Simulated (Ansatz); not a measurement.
`[NH2][Ga]([OH])[Br]` + HBr → `[NH2][Ga]([Br])[Br]` + H₂O at 700 K and 1 bar (ligand exchange at a Ga–O bond).

Computed with Ansatz on PBE0-D4/def2-TZVP structures; ΔE is electronic, products minus reactants. CCSD(T)/CBS is the MP2 limit (def2-TZVPP, def2-QZVPP) plus CCSD(T) − MP2 in def2-TZVPP, frozen cores. This one scheme is used for every species. For Br, Ga outer-core shells are correlated without core-valence functions, which leaves a few kJ/mol of doubt a bond. Scalar relativity is left out up to krypton. One conformer a species, not always the lowest.

```json
{"species": "`[NH2][Ga]([OH])[Br]`", "CCSD(T)/CBS energy (Eh)": "-4629.05733", "H − E (kJ/mol)": "170.1", "S (J/(mol·K))": "447.6"}
{"species": "HBr", "CCSD(T)/CBS energy (Eh)": "-2573.91920", "H − E (kJ/mol)": "36.5", "S (J/(mol·K))": "223.7"}
{"species": "`[NH2][Ga]([Br])[Br]`", "CCSD(T)/CBS energy (Eh)": "-7126.62711", "H − E (kJ/mol)": "132.8", "S (J/(mol·K))": "459.8"}
{"species": "H₂O", "CCSD(T)/CBS energy (Eh)": "-76.37941", "H − E (kJ/mol)": "80.5", "S (J/(mol·K))": "218.4"}
```

H − E and S are ideal-gas, rigid-rotor, harmonic terms from PBE0-D4/def2-TZVP, for one conformer and one mirror image of each species. 1 Eh = 2625.50 kJ/mol, R = 8.31446 J/(mol·K).

Task: By hand: ΔE, ΔH, ΔS and ΔG.

Result: ΔE = (-7126.62711) + (-76.37941) − (-4629.05733) − (-2573.91920) = -0.02999 Eh = -78.7 kJ/mol. Δ(H − E) = 132.8 + 80.5 − 170.1 − 36.5 = 6.7, so ΔH = -72.0 kJ/mol. ΔS = 459.8 + 218.4 − 447.6 − 223.7 = 6.9 J/(mol·K). ΔG = -72.0 − 700 × (6.9)/1000 = -76.8 kJ/mol.

Task: By hand: the equilibrium constant, and the temperature at which ΔG would vanish if ΔH and ΔS stayed fixed.

Result: log₁₀ K = −ΔG/(RT ln 10) = 5.7. ΔH and −TΔS have one sign here, so there is no such temperature.

The number of gas molecules stays the same, so ΔS is small and ΔH decides. A doubt of 5 kJ/mol in ΔE shifts log₁₀ K by 0.4 here. Other conformers and mirror images would add mixing entropy, several J/(mol·K) or more a flexible species. Modes under 60 cm⁻¹, often nearly free rotors, make the harmonic entropy too high. These are equilibria of isolated gas molecules and say nothing of rates. Largest T1 diagnostic: 0.011 (customary marks: 0.02 for closed shells, 0.045 for open ones).

ΔS is within the doubt of such terms, so its sign, and with it that verdict, could turn.
